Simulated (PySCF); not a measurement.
Mg(iPr)(OH) (C₃H₈MgO), SMILES [OH][Mg][CH](C)C.

The structure is a stationary point at r2SCAN-D4/def2-SVP. One conformer was computed; it need not be the lowest.

Two levels are set side by side: PBE/def2-TZVP (PySCF) and HF/def2-TZVP (PySCF). Same geometry, gas phase. Differences are taken from unrounded values.

```csv
quantity,HF,PBE,PBE minus HF
orbital gap (eV),10.27,3.78,-6.49
highest occupied level (eV),-8.95,-5.26,3.69
lowest empty level (eV),1.32,-1.48,-2.80
dipole moment (D),0.45,0.16,-0.30
mean polarisability (bohr³),58.8,71.5,12.8
```

PBE's occupied levels lie high since its potential decays too fast outside the molecule; exact exchange lowers them and widens the gap. PBE's more diffuse valence density responds more strongly to a field. Differences between two approximate levels are no errors against the true value.

Rough cost on one machine, each run with all the roots and properties that it gave: HF against PBE about 1/3.
